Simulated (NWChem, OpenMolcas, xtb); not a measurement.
## CH2F3Si (SMILES [CH2][Si](F)(F)F): the dipole moment, rung by rung

CH2F3Si: 7 atoms, total charge 0, spin state doublet. SMILES: `[CH2][Si](F)(F)F`. Geometry: relaxed at PBE0-D4/def2-TZVP.

Quantity: the dipole moment, in D. The values are calculated.

| level | kind | program | value (D) | CPU time |
| --- | --- | --- | --- | --- |
| GFN0-xTB | semi-empirical | xtb | 2.45 | under 2 s |
| UHF/def2-SVP | Hartree–Fock | NWChem | 2.61 | 9.8 s |
| USVWN5/def2-SVP | LDA | OpenMolcas | 2.26 | 19 s |
| UPBE/def2-SVP | GGA | OpenMolcas | 2.17 | 29 s |
| U-r2SCAN/def2-SVP | meta-GGA | OpenMolcas | 2.27 | 36 s |
| UM06-L/def2-SVP | meta-GGA | OpenMolcas | 2.32 | 34 s |
| UB3LYP/def2-SVP | global hybrid | OpenMolcas | 2.31 | 25 s |
| UM06-2X/def2-SVP | hybrid meta-GGA | OpenMolcas | 2.40 | 31 s |

The values span 2.17 to 2.61 D. Magnitudes only. CPU times are rough (shared hosts, several kinds of processor and program).
